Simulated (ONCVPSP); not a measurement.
## Bi (Z = 83): one change to an ONCV potential, before and after

Bi, optimised norm-conserving Vanderbilt (ONCV), made with ONCVPSP 4.0.1 (PBE, scalar-relativistic). Core [Xe] 4f14, reference 5d10 6s1.5 6p3.5. Waves: 6s: rc 1.90 bohr, ncon 4, nbas 8, qcut 2.8 1/bohr, 1 projector; 6p: rc 2.25 bohr, ncon 4, nbas 9, qcut 4.4 1/bohr, 2 projectors, debl 1.7 Ha; 5d: rc 1.95 bohr, ncon 4, nbas 9, qcut 7.8 1/bohr, 2 projectors, debl 0.5 Ha. Local part: polynomial inside 1.30 bohr (lpopt 5, dvloc0 0 Ha). Core correction: polynomial model core, fcfact 0.5.

In the d channel the program set the typed energies aside and used -1.025, 0.250 Ha.

All-electron outer shells of the reference configuration (PBE, scalar-relativistic, ld1.x):

```tsv
shell	level (eV)	outermost node (bohr)	outermost maximum (bohr)
4f	-153.49	–	0.34
5p	-96.74	0.48	0.86
5d	-27.90	0.51	1.03
6s	-15.00	0.98	1.86
6p	-4.91	1.14	2.44
```

Change: s: nproj 0; local potential the s channel.

Cutoffs: the cutoffs (Ha) at which the residual kinetic energy of the hardest occupied pseudo-wave falls to 1 and 0.1 mHa per electron; they do not see the model core or the augmentation charge, which bear on the density cutoff. Errors are all-electron minus pseudo energies relative to the spin-unpolarised reference configuration.

Q: How do hardness, ghosts and transferability respond?

A: The potential gets neither clearly harder nor softer (37 Ha and 47 Ha → 37 Ha and 47 Ha); the bound ghost in p, s disappears; the errors of the 4 common tests hardly move. In the separable form a ghost depends on how the local part lies against the semilocal potential of the channel, so the choice of the local part can create or remove one.

```tsv
quantity	base	changed
cutoff, loose	37 Ha	37 Ha
cutoff, tight	47 Ha	47 Ha
bound ghosts	s, p	none
GHOST(+) flags under 300 eV	none	none
error for 5d10 6s2 6p3, meV [ΔE -5.00 eV]	-0.6	-0.6
error for 5d10 6s2 6p2, meV [ΔE 2.92 eV]	-7.9	-7.3
error for 5d10 6s2 6p1, meV [ΔE 18.16 eV]	-24	-22
error for 5d9 6s2 6p3, meV [ΔE 28.32 eV]	-94	-92
s: phases at 1.93 bohr within 0.05 rad from the reference energy up to (Ha; the scan ends near 5)	1.2	1.6
p: phases at 2.28 bohr within 0.05 rad from the reference energy up to (Ha; the scan ends near 5)	3.5	3.3
d: phases at 1.97 bohr within 0.05 rad from the reference energy up to (Ha; the scan ends near 5)	to the end of the scan	to the end of the scan
rms error of d²Exc/dni dnj with the model core, mHa	0.49	0.49
```

 A true bound ghost makes a file unfit for plane-wave use even where its test errors are small: the radial tests pick states by their node count and pass the ghost by.
